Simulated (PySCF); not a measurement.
HNSi, SMILES N#[SiH]. Geometry: PBE-D3(BJ)/def2-TZVPD.

Method: PBE-D3(BJ)/def2-TZVPD run with PySCF 2.14.0.

Harmonic wavenumbers (cm⁻¹): 275, 275, 1184, 2099. Rotational constants (GHz): 18.49 (linear); symmetry number 1.

Problem. Work out the zero-point energy and the ideal-gas rigid-rotor harmonic-oscillator thermochemistry at 298.15 K and 1 atm.

Solution. ZPE = ½ Σ hcν = ½ × 3833 cm⁻¹ = 22.93 kJ/mol. H − E(el) = 34.03 kJ/mol. Entropy in J/(mol K): translation 155.68, rotation 56.68, vibration 13.27, total 225.63. G − E(el) = -33.25 kJ/mol. Cp = 44.42 J/(mol K).
